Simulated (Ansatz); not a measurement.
Job for Ansatz (a quantum-chemistry and plane-wave program): R-B3LYP-D3(BJ)/def2-TZVP on C6H6 (SMILES c1ccccc1).

Ansatz 0.2 input:
```yaml
crystal:
  periodic: [false, false, false]
  atoms:
    - {symbol: C, position_ang: [-0.79740000, 1.14390000, 0.03320000]}
    - {symbol: C, position_ang: [-1.38880000, -0.11600000, -0.05790000]}
    - {symbol: C, position_ang: [-0.59140000, -1.26000000, -0.09110000]}
    - {symbol: C, position_ang: [0.79740000, -1.14390000, -0.03320000]}
    - {symbol: C, position_ang: [1.38880000, 0.11600000, 0.05790000]}
    - {symbol: C, position_ang: [0.59140000, 1.26000000, 0.09110000]}
    - {symbol: H, position_ang: [-1.41870000, 2.03520000, 0.05910000]}
    - {symbol: H, position_ang: [-2.47080000, -0.20640000, -0.10300000]}
    - {symbol: H, position_ang: [-1.05220000, -2.24160000, -0.16200000]}
    - {symbol: H, position_ang: [1.41870000, -2.03520000, -0.05910000]}
    - {symbol: H, position_ang: [2.47080000, 0.20640000, 0.10300000]}
    - {symbol: H, position_ang: [1.05220000, 2.24160000, 0.16200000]}
basis:
  gaussian:
    orbitals: def2-TZVP
hamiltonian:
  xc: b3lyp
  dispersion: d3bj
relax: {f_tol: 0.004, max_steps: 120}
scf: {lower_state_search: off}
```

Problem. Predict the final total energy.

Solution. -232.3563 hartree.

Problem. How many basis functions does it have, and what does it roughly cost on one machine?

Solution. 222 functions; roughly 17 core-seconds.
